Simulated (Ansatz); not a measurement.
Program: Ansatz. Geometries: PBE0-D4/def2-TZVP. ΔE: electronic, gas phase. CCSD(T)/CBS adds triple-zeta CCSD(T) − MP2 to the extrapolated MP2 energy (def2 sets, frozen cores). This one scheme is used for every species. Functionals use def2-TZVPP. B3LYP here is the variant with VWN-RPA as its local correlation; programs differ in this. HSE06 is defined as in plane-wave codes. def2 core potentials past Kr. For Bi outer-core shells are correlated without core-valence functions, which leaves a few kJ/mol of doubt a bond.

`[CH3][Bi]([CH3])[CH3]` + H–F → `[CH3][Bi]([CH3])[F]` + CH₄  (ligand exchange at a Bi–C bond)

```csv
level,ΔE (kcal/mol),difference from CCSD(T)/CBS
LDA (SPW92),-18.6,-0.7
PBE-D4,-20.5,-2.6
revPBE-D4,-20.0,-2.1
BLYP-D4,-23.0,-5.1
r2SCAN-D4,-22.2,-4.3
B97M-V,-25.8,-7.9
PBE0-D4,-18.6,-0.7
B3LYP-D4,-21.5,-3.6
r2SCANh-D4,-21.1,-3.2
HSE06-D4,-18.4,-0.5
BHLYP-D4,-20.6,-2.7
CAM-B3LYP-D4,-22.5,-4.6
ωB97X-V,-21.7,-3.8
ωB97M-V,-20.3,-2.4
B2PLYP,-20.9,-3.0
revPBE,-22.5,-4.6
BLYP,-25.5,-7.6
r2SCAN,-22.5,-4.6
PBE0,-19.7,-1.8
B3LYP,-23.6,-5.7
r2SCANh,-21.5,-3.6
r2SCAN0,-20.1,-2.2
HSE06,-19.5,-1.6
BHLYP,-22.5,-4.6
LC-ωPBE,-22.1,-4.2
RPA@PBE/def2-TZVPP,-16.9,1.0
HF/def2-SVP,-21.3,-3.4
MP2/def2-SVP,-16.7,1.2
CCSD/def2-SVP,-17.9,0.0
CCSD(T)/def2-SVP,-17.4,0.5
HF/def2-TZVPP,-22.4,-4.5
SCS-MP2/def2-TZVPP,-16.9,1.0
CCSD/def2-TZVPP,-16.6,1.3
CCSD(T)/def2-TZVPP,-15.9,2.0
HF/def2-QZVPP,-23.5,-5.6
MP2/def2-QZVPP,-15.8,2.1
SCS-MP2/def2-QZVPP,-18.2,-0.3
HF/CBS(def2),-23.6,-5.7
MP2/CBS(def2),-16.3,1.6
CCSD/CBS(def2),-18.6,-0.7
CCSD(T)/CBS,-17.9,0
```

Largest T1 diagnostic among the species: 0.014.

Leaving LDA and LC-ωPBE aside and taking each functional with its dispersion term where it has one, the values, not all of them listed here, spread over 8.9 kcal/mol, from B97M-V to PBE-QIDH. LDA lies +3.2 kcal/mol from PBE without D4. The D4 term adds +2.0 kcal/mol with B3LYP and +1.1 kcal/mol with PBE0; it sums over pairs of atoms, weighted by their polarisabilities, and B3LYP, whose exchange is more repulsive, gets the larger term.
